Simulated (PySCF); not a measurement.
C6H6F4.
SMILES with atom numbers: `[F:1][C@H:2]1[CH:3]=[C:4]([CH2:5][C:6]([F:7])([F:8])[F:9])[CH2:10]1`

Cartesian coordinates in Å at the GFN2-xTB level; atoms count from 1:
```
atom  x, y, z in Å
F1     3.1821    0.9232    0.0128
C2     1.9686    0.8233    0.6420
C3     0.7807    1.3418   -0.1274
C4     0.1888    0.1480   -0.1670
C5    -1.1220   -0.3537   -0.6668
C6    -2.0778   -0.5889    0.4926
F7    -3.2722   -1.0322    0.0719
F8    -2.3097    0.5269    1.1972
F9    -1.6182   -1.5008    1.3614
C10    1.3044   -0.5749    0.5470
H11    2.1000    1.2218    1.6513
H12    0.5376    2.3219   -0.4889
H13   -1.5846    0.3755   -1.3343
H14   -1.0025   -1.3069   -1.1872
H15    1.8654   -1.2697   -0.0741
H16    1.0517   -1.0465    1.4944
```

Probes without a nucleus sit at each ring's centroid and 1 Å off its mean plane on both sides; NICS is minus the shielding there, NICSzz its component along the normal. Level: GIAO PBE0/pcSseg-1 (PySCF, non-relativistic, gas phase) on the GFN2-xTB geometry, one conformer.

Ring bond lengths (Å), with Mayer bond orders in brackets: C2–C3 1.507 (1.00), C3–C4 1.333 (1.76), C4–C10 1.509 (1.05), C10–C2 1.551 (1.02).

Give the NICS values of each ring in ppm.

```csv
ring,type,NICS(0),"NICS(1), two faces","NICS(1)zz, two faces",rms pucker (Å),"centre to ring atoms, mean (Å)"
C2–C3–C4–C10,"4-membered carbocycle; formal bonds 1 double, 3 single",0.5,-1.2 / -4.2,3.2 / -1.0,0.01,1.04
```

What do they say, and how far can they be read as aromaticity?

- C2–C3–C4–C10: mean NICS(1)zz 1.1 ppm, near zero. C2, C10 have four or more neighbours, and the NICS criterion for π rings isn't applied. The two faces differ by 4.2 ppm, so no symmetry operation interchanges them.

What field does 1 T along the ring normal induce along that normal at the second NICS(1) probe listed for ring C2–C3–C4–C10, 1 Å off the ring?

NICSzz × B0 = -1.0 ppm × 1 T = -1 μT, against the applied field.

How shielded are the nuclei of the rings and their hydrogens (means over atoms taken as equivalent)?

```tsv
atoms	environment	σ isotropic (ppm)
C2	sp3 C–F carbon	99.6
C3	alkene CH carbon	39.8
C4	fully substituted alkene carbon	34.1
C10	allylic carbon	142.8
H11	methine hydrogen	26.27
H12	vinylic hydrogen	25.18
H15	methylene hydrogen	28.99
H16	methylene hydrogen	28.59
```
